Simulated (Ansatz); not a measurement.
`[CH3][InH][Cl]` + `F[Si](F)(F)Br` → `[CH3][In]([Cl])[Br]` + `F[SiH](F)F`  (redistribution)

Program: Ansatz. Geometries: PBE0-D4/def2-TZVP. ΔE: electronic, gas phase. CCSD(T)/CBS is the MP2 limit (def2-TZVPP, def2-QZVPP) plus CCSD(T) − MP2 in def2-TZVPP, frozen cores. Elements past krypton have def2 core potentials. For Br, In outer-core shells are correlated without core-valence functions, which leaves a few kJ/mol of doubt a bond. Scalar relativity is left out up to krypton.

| level | ΔE (kJ/mol) |
| --- | --- |
| CCSD(T)/def2-SVP | -74.1 |
| CCSD(T)/def2-TZVPP | -59.7 |

(1) What does CCSD(T)/CBS give? (Best estimate.)

Largest T1 diagnostic among the species: 0.012.

Answers

(1) Computed: -61.2 kJ/mol. The listed levels differ from it by -12.9, 1.5 kJ/mol.

The D4 term adds +3.3 kJ/mol with B3LYP and +1.4 kJ/mol with PBE0; it sums over pairs of atoms, weighted by their polarisabilities, and B3LYP, whose exchange is more repulsive, gets the larger term. In def2-TZVPP, CCSD(T) changes the Hartree–Fock value by +14.9 kJ/mol (the triples alone add +0.6 kJ/mol) and MP2 by +12.5 kJ/mol.

B3LYP here is the variant with VWN-RPA as its local correlation; programs differ in this.
